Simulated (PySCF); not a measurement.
Si(H)(vinyl)(NH2)2 (C₂H₈N₂Si), SMILES C=C[SiH](N)N. The structure is a stationary point at PBE-D3(BJ)/def2-SVP. One conformer was computed; it need not be the lowest.

These are PySCF with PBE-D3(BJ)/def2-SVP values and carry that method's errors.

Harmonic wavenumbers (cm⁻¹): 84, 163, 174, 203, 270, 300, 329, 392, 412, 513, 625, 714, 736, 802, 854, 865, 910, 946, 966, 1016, 1224, 1359, 1484, 1491, 1619, 2152, 3036, 3060, 3130, 3486, 3488, 3585, 3588. Rotational constants (GHz): 5.326, 2.998, 2.167; symmetry number 1.

### Question
Work out the zero-point energy and the ideal-gas rigid-rotor harmonic-oscillator thermochemistry at 298.15 K and 1 atm.

### Answer
ZPE = ½ Σ hcν = ½ × 43975 cm⁻¹ = 62.87 kcal/mol. H − E(el) = 68.63 kcal/mol. Entropy in cal/(mol K): translation 39.34, rotation 26.63, vibration 19.66, total 85.63. G − E(el) = 43.10 kcal/mol. Cp = 31.21 cal/(mol K). Modes under 150 cm⁻¹ make the vibrational entropy uncertain.
